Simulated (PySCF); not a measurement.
**Radial density of Li (lithium, neutral)**

UHF, [He] 2s1, 2S determinant. Computed with PySCF 2.14 in def2-QZVPPD (6s4p2d1f, 35 functions), with the non-relativistic Hamiltonian (point nucleus).

```
r (bohr)  4πr²ρ (e/bohr)  4πr²(ρα − ρβ)
  0.0105         0.01801         0.0003
  0.0177         0.04885         0.0008
  0.0297          0.1286         0.0022
  0.0500          0.3225         0.0054
  0.0842          0.7457         0.0122
   0.142           1.509         0.0238
   0.238           2.454         0.0355
   0.401           2.812         0.0311
   0.674           1.841         0.0035
    1.13          0.5135         0.0147
    1.91          0.1879         0.1567
    3.21          0.2731         0.2730
    5.39          0.1188         0.1188
    9.07        0.007081         0.0071
    15.3       1.449e-05         0.0000
```
